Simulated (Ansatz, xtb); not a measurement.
**Two isomers of C6H8S**

We compare a, `C=CC(C=C)=CS`, a singlet, with b, `C=C/C=C/C=C/S`, a singlet. Both are isolated molecules in the gas phase, relaxed with r2SCAN-D4/def2-SVP; the shapes shown needn't be the lowest conformers.

a (Å):

```xyz
15

C    -0.4328    0.8163    1.6387
C     0.3600    0.4491    0.6180
C     0.1385    0.7216   -0.8117
C    -1.1836    0.6005   -1.4306
C    -2.3124    0.1153   -0.8799
C     1.1858    1.0629   -1.6212
S     2.8502    1.3472   -1.1773
H    -0.1752    0.5556    2.6694
H    -1.3460    1.3976    1.4799
H     1.2813   -0.1056    0.8502
H    -1.2216    0.9272   -2.4781
H    -2.3500   -0.2527    0.1485
H    -3.2318    0.0582   -1.4686
H     1.0217    1.1978   -2.6961
H     2.6581    1.4705    0.1559
```

b (Å):

| atom | x (Å) | y (Å) | z (Å) |
| --- | --- | --- | --- |
| C | 1.9418 | 1.8224 | 0.6656 |
| C | 1.5960 | 0.5179 | 0.6965 |
| C | 0.2826 | 0.0091 | 0.3870 |
| C | -0.0521 | -1.3112 | 0.4228 |
| C | -1.3570 | -1.8294 | 0.1166 |
| C | -1.6649 | -3.1508 | 0.1604 |
| S | -3.1965 | -3.9115 | -0.1843 |
| H | 1.2140 | 2.5944 | 0.3928 |
| H | 2.9546 | 2.1518 | 0.9106 |
| H | 2.3533 | -0.2279 | 0.9749 |
| H | -0.4854 | 0.7432 | 0.1068 |
| H | 0.7207 | -2.0400 | 0.7039 |
| H | -2.1310 | -1.1028 | -0.1651 |
| H | -0.9002 | -3.8855 | 0.4403 |
| H | -3.8807 | -2.7826 | -0.4811 |

Question: Estimate which is lower in electronic energy at CCSD(T)/def2-SVP + ΔMP2/def2-TZVPP, and by roughly how much.

Answer: The CCSD(T)/def2-SVP + ΔMP2/def2-TZVPP calculation puts structure b lower, by 4.2 kcal/mol.

How the difference moves with the method:

| level | geometry | E(b) − E(a) (kcal/mol) | departure from the last row (kcal/mol) | job, with rough time for the two |
| --- | --- | --- | --- | --- |
| GFN2-xTB | GFN2-xTB | −6.7 | −2.5 | optimisation, 0.15 s |
| HF/STO-3G | GFN2-xTB | −7.4 | −3.2 | single point, 0.48 s |
| r2SCAN-D4/def2-SVP//GFN2-xTB | GFN2-xTB | −7.9 | −3.7 | single point, 6.9 s |
| r2SCAN-D4/def2-SVP | r2SCAN-D4/def2-SVP | −7.5 | −3.2 | optimisation, 76 s |
| HF/def2-SVP | r2SCAN-D4/def2-SVP | −7.7 | −3.5 | part of the CCSD(T) run |
| MP2/def2-SVP | r2SCAN-D4/def2-SVP | −4.2 | 0.0 | part of the CCSD(T) run |
| CCSD(T)/def2-SVP | r2SCAN-D4/def2-SVP | −4.4 | −0.2 | single point |
| CCSD(T)/def2-SVP + ΔMP2/def2-TZVPP | r2SCAN-D4/def2-SVP | −4.2 |  | single point, 2.1 min |

As drawn, both hold the same kinds of bond in the same numbers.

None of the levels shown reverses the order. The largest departure from CCSD(T)/def2-SVP + ΔMP2/def2-TZVPP is that of r2SCAN-D4/def2-SVP//GFN2-xTB, 3.7 kcal/mol. The last row adds to CCSD(T) the change of the MP2 difference between the two basis sets, here +0.2 kcal/mol.

With thermal terms from frequencies at re-optimised GFN2-xTB minima (ideal gas, soft modes damped towards free rotors, one conformer each, 298.15 K, 1 atm): the zero-point term adds +0.1 kcal/mol; ΔH is −4.1 and ΔG −4.2 kcal/mol.

The correlated steps freeze 11 core orbitals. Programs: Ansatz 0.2.0, xtb 6.7.1; the last row on 2 threads of Arm Neoverse V2 on a shared host.
